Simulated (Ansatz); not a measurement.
Br$_{2}$HIn, SMILES `[Br][InH][Br]`, relaxed with RKS PBE-D4/def2-SVP in Ansatz from a rough embedded geometry. The force threshold is 0.03 eV/Å; the program also tests the step.

Charge 0, multiplicity 1. In: def2 effective core potential.

Start:

```xyz
4

Br    1.947    0.842   -1.278
In    0.073    0.420    0.051
Br   -0.241   -2.142    0.790
H    -1.779    0.879    0.436
```

```json
{"step": "1", "energy (eV)": "-145246.6482", "largest force (eV/Å)": "3.144", "largest move (Å)": "0.000"}
{"step": "2", "energy (eV)": "-145247.2328", "largest force (eV/Å)": "1.001", "largest move (Å)": "0.195"}
{"step": "3", "energy (eV)": "-145247.3939", "largest force (eV/Å)": "0.236", "largest move (Å)": "0.196"}
{"step": "4", "energy (eV)": "-145247.4137", "largest force (eV/Å)": "0.138", "largest move (Å)": "0.124"}
{"step": "5", "energy (eV)": "-145247.4155", "largest force (eV/Å)": "0.018", "largest move (Å)": "0.025"}
```

End:

```xyz
4

Br    1.836    0.898   -1.189
In   -0.200    0.154    0.051
Br   -0.079   -2.226    0.800
H    -1.557    1.174    0.338
```

It took 5 s on 4 threads of an Arm Neoverse V2 on a shared host, with 0.16 GiB of host memory at the peak.
